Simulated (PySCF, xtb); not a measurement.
In(F)(SH)2 (FH2InS2), SMILES [SH][In]([SH])[F]. One conformer was computed; it need not be the lowest.

Harmonic wavenumbers (cm⁻¹) from GFN2-xTB in xtb at its own minimum, in rising order: 57, 73, 96, 150, 191, 271, 337, 347, 598, 627, 2383, 2424.

### Question
What does B3LYP-D3(BJ)/def2-SVP (PySCF 2.14.0) give at its own minimum? (Estimate from the structure and the level; the computed values follow.)

### Answer
72, 103, 117, 184, 222, 321, 374, 602, 674, 701, 2663, 2663. Paired by order, the mean absolute difference is 95 cm⁻¹ and the zero-point energies are 10.8 and 12.4 kcal/mol.
